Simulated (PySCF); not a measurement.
OsO₄, SMILES [O]=[Os](=[O])(=[O])=[O], multiplicity 1.

Geometry optimised at B3LYP-D3(BJ)/def2-SVP. The spin state was assumed, not searched. The isomer is the one that the SMILES or the coordinates give; other isomers of the formula were not compared. The def2 effective core potentials stand for the cores of Os; spin–orbit coupling is left out.

Level of theory: PBE/def2-TZVP in PySCF.

The molecule is in vacuum.

```
Item                                                                                                            Value
---------------------------------------------------------------------------------------------  ----------------------
total energy                                                                                       -391.56306 hartree
point group                                                                                                        Td
highest occupied level                                                                                       -8.94 eV
lowest empty level                                                                                           -4.87 eV
orbital gap                                                                                                   4.07 eV
dipole moment                                                                                                  0.00 D
quadrupole, principal values (traceless, Buckingham form, about the centre of nuclear charge)    0.00, 0.00, 0.00 D·Å
mean static polarisability                                                                       46.6 bohr³ (6.91 Å³)
polarisability, principal values                                                               46.6, 46.6, 46.6 bohr³
```
